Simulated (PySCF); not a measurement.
C₄H₂BrF, SMILES F/C=C(\C#C)Br.

Coordinates come from a PBE0-D3(BJ)/def2-SVP optimisation. The structure was generated by enumeration; whether it is a known compound was not checked.

Level of theory: M06-2X/def2-TZVP in PySCF.

Isolated molecule, no solvent.

```json
{
  "total_energy": "-2827.56265 hartree",
  "point_group": "Cs",
  "highest_occupied_level": "-8.27 eV",
  "lowest_empty_level": "-0.46 eV",
  "orbital_gap": "7.81 eV",
  "dipole_moment": "0.16 D",
  "quadrupole, principal values (traceless, Buckingham form, about the centre of nuclear charge)": "-6.29, -5.27, 11.57 D·Å",
  "mean_static_polarisability": "66.3 bohr³ (9.83 Å³)",
  "polarisability_principal_values": "39.4, 70.5, 89.1 bohr³"
}
```
